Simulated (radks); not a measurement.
Task: Successive ionisation energies (eV) of one element, from differences of total energies of ions in their ground configurations, starting at charge 22: 599.90, 627.49, 793.28, 845.44, 898.76, 953.22, 1008.8, 1065.5, 1123.3, 1182.2, 1242.1, 1303.1, 1365.1, 1428.2, 1492.2, 1794.9, 1855.5, 1916.7, 1978.5, 2040.9, 2103.8, 2167.3. Method: non-relativistic Kohn-Sham, LDA (Slater exchange, Perdew-Wang correlation), spin-unpolarised, spherical densities, point nucleus; relativity is left out, which matters for an element this heavy; computed with a radial shooting solver on a logarithmic mesh with Libxc functionals. Which element is it?

Result: Bismuth (Z = 83). The first species listed is Bi22+ in [Kr] 4d10 4f13 5s2, the last Bi43+ in [Kr] 4d4.
